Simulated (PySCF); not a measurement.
## Ions at one geometry of [Hg(CO)]2+

PySCF 2.14.0, RKS PBE0, Hg def2-SVP with ECP60, C def2-SVP, O def2-SVP; non-relativistic Hamiltonian with scalar-relativistic core potentials where named; density fitting; no spin-orbit coupling; singlets restricted, open shells unrestricted. The geometry is relaxed for charge +2, singlet, vacuum:

```xyz
3

Hg    0.0000    0.0000   -0.3973
C     0.0000    0.0000    1.7389
O     0.0000    0.0000    2.8472
```

Energies count from the relaxed state; an electron taken off or put on is at rest in vacuum. Charges and spins are Mulliken's.

```json
{"state": "charge +2, singlet, vacuum", "energy (eV)": "0.00", "spin squared": "0.00", "charge on Hg1 (e)": "1.56", "spin on Hg1 (e)": "0.00", "dipole about the centre of mass (D)": "2.06"}
{"state": "charge +3, doublet, vacuum", "energy (eV)": "28.48", "spin squared": "0.76", "charge on Hg1 (e)": "2.03", "spin on Hg1 (e)": "0.35", "dipole about the centre of mass (D)": "6.29"}
```

**Question.** What does the state charge +1, doublet, vacuum give?

**Answer.** energy (eV) -15.74, spin squared 0.75, charge on Hg1 (e) 0.77, spin on Hg1 (e) 0.87, dipole about the centre of mass (D) 2.55.

With an electron taken off (doublet) the charges change, summed by element, by Hg +0.47 e, C +0.28 e, O +0.24 e. The vertical ionisation energy is 28.48 eV, against −ε(HOMO) = 25.65 eV of the relaxed state. The level lies 2.8 eV too high, as is usual for semilocal functionals and global hybrids, which keep a self-interaction error.

With an electron put on (doublet) the charges change, summed by element, by Hg -0.79 e, C -0.07 e, O -0.14 e. The vertical electron affinity is 15.74 eV, against −ε(LUMO) = 18.26 eV of the relaxed state.

Open shells may have lower solutions than those found.
